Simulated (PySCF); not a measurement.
How methods differ on the ionisation energy of Cd

Cd [Kr] 4d10 5s2 (1S) → Cd⁺ [Kr] 4d10 5s1 (2S), as a difference of total energies. Calculation: PySCF 2.14, in def2-QZVPPD with the def2 core potential (28 electrons); scalar relativity through the core potential. Correlated levels: valence: 4s2 4p6 frozen. The calculations carry no spin-orbit coupling.

| method | ionisation energy (eV) |
| --- | --- |
| UHF | 7.337 |
| MP2 (valence) | 8.876 |
| SCS-MP2 (valence) | 8.848 |
| CCSD (valence) | 8.720 |
| CCSD(T) (valence) | 8.853 |

Problem. How much does correlation contribute at CCSD(T) (valence)?

Solution. 8.853 − (7.337) = 1.516 eV, measured against UHF.

Errors of the correlated levels include the incompleteness of this basis and the frozen core.

For comparison: 8.994 eV (measured; NIST Atomic Spectra Database, ionization energies).
